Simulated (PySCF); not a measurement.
## Correlation energy of La³⁵⁺ (lanthanum, charge +35)

[Ar] 3d4, high-spin 5D determinant. Computed with PySCF 2.14 in an even-tempered Gaussian basis (18 s from 5.9 bohr⁻², ratio 2.5; 12 p from 7.7 bohr⁻², ratio 2.5; 8 d from 7.7 bohr⁻², ratio 2.5; 4 f from 29 bohr⁻², ratio 2.7; 3 g from 43 bohr⁻², ratio 2.7), with the spin-free X2C one-electron Hamiltonian (Gaussian nucleus). Frozen: [Ne]; 12 electrons correlated; the 30 highest virtual orbitals of each spin left out.

MP2 pair energies summed by pair of shells (mhartree):

```csv
pair,energy,share (%)
3p-3d,-190.35,39.7
3p-3p,-158.27,33.0
3s-3p,-48.14,10.0
3d-3d,-43.77,9.1
3s-3d,-31.92,6.6
3s-3s,-7.63,1.6
```

Total MP2 correlation energy: -480.07 mhartree.

At this charge the one-electron X2C treatment keeps the bare 1/r₁₂, with no two-electron picture change or Breit term. The effect here is smaller than on the frozen 1s shell; and a scalar Hamiltonian misses the large spin-orbit splitting of the p shells, which matters for ns² → np² pairs.

Spin-orbit coupling is strong in this species, so the high-spin LS determinant is a model state.
